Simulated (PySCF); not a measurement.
Isomers of C6H13Si2 (doublet state), from PySCF, PBE0-D3(BJ)/def2-SVP geometry optimisation, gas phase. One conformer each, no zero-point energy, no frequencies.

**Question.** Which is lower in electronic energy at this level?
A. `[CH]1C[Si@H]2CC[Si@@H]1CC2` [radical]: A = 1772, B = 1479, C = 1474 MHz, dipole 0.29 D
B. `C1C[SiH]2CC[Si]1CC2` [radical]: A = 1726, B = 1503, C = 1502 MHz, dipole 0.16 D

**Answer.** B. That is `C1C[Si]2CC[SiH]1CC2` [radical], 6.1 kcal/mol below the other.

```csv
SMILES,mapped SMILES,E (Eh),relative (kcal/mol),relative (kJ/mol),dipole (D),⟨S²⟩
C1C[SiH]2CC[Si]1CC2,[CH2:1]1[CH2:2][SiH:3]2[CH2:4][CH2:5][Si:6]1[CH2:7][CH2:8]2,-814.57262,0.0,0.0,0.16,0.752
[CH]1C[Si@H]2CC[Si@@H]1CC2,[CH:1]1[CH2:2][Si@H:3]2[CH2:4][CH2:5][Si@@H:6]1[CH2:7][CH2:8]2,-814.56290,6.1,25.5,0.29,0.755
```
